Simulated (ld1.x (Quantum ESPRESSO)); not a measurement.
**Before and after: PAW potential for Al (Z = 13)**

ld1.x (Quantum ESPRESSO) 7.5 input, shortened:

```
&input
   title='Al', zed=13., rel=0, dft='PBE', iswitch=3,
   config='[Ne] 3s2 3p0.5'
 /
 &inputp
   pseudotype=3, lpaw=.true., tm=.true., lloc=-1, rcloc=2.15,
   nlcc=.true., new_core_ps=.true., rcore=1.85,
   which_augfun='PSQ', rmatch_augfun_nc=.true.
 /
4
3S  1  0   2.00   0.00  1.45  1.90  0.0
3S  1  0   0.00   3.50  1.45  1.90  0.0
3P  2  1   0.50   0.00  2.50  2.80  0.0
3P  2  1   0.00   1.50  2.50  2.80  0.0
 &test
   configts(1)='3s2 3p0.5'
 /
```

Change: all radii but the core radius scaled by about 1.26 (s 2.40, p 3.52 bohr, rcut 1.82/3.16); local potential all-electron potential smoothed inside 2.72 bohr (lloc = -1).

Cutoffs: the cutoffs (Ry, on a coarse ladder) from which the occupation-weighted sum of valence levels, in a spherical-Bessel basis at the reference potential, stays within 10 and 1 mRy of its value at 400 Ry; they do not see the model core or the augmentation charge, which bear on the density cutoff. Errors are all-electron minus pseudo energies relative to the spin-unpolarised reference configuration.

Q: What does the change do?

A: Both files are very soft, the changed one slightly softer (loose and tight cutoff 8 and 12 Ry → 6 and 6 Ry on this coarse ladder); of the 7 tests that both files solve, the error grows in 2 and shrinks in 1 by more than 15 % and 0.3 meV (median size 0.6 → 0.6 meV); neither file shows a bound ghost.

| quantity | base | changed |
| --- | --- | --- |
| cutoff, loose | 8 Ry | 6 Ry |
| cutoff, tight | 12 Ry | 6 Ry |
| loose cutoff by channel (10 mRy a level) | s 8 Ry, p 6 Ry | s 6 Ry, p 6 Ry |
| bound ghosts | none | none |
| error for 3s2 3p1, meV [ΔE -2.09 eV] | +0.1 | +0.5 |
| error for 3s2 3p0, meV [ΔE 3.68 eV] | -0.3 | -0.2 |
| error for 3s1 3p0, meV [ΔE 22.87 eV] | -15 | -16 |
| error for 3s1 3p1, meV [ΔE 9.45 eV] | -2.3 | -2.5 |
| error for 3s0 3p3, meV [ΔE 8.29 eV] | +2.6 | +0.1 |
| error for 3s1 3p2, meV [ΔE 3.02 eV] | +0.6 | +0.6 |
| error for 3s2 3p1.3, meV [ΔE -2.67 eV] | +0.3 | +1.5 |
| lowest overlap eigenvalue by channel | s 0.56, p 0.69 | s 0.70, p 0.87 |
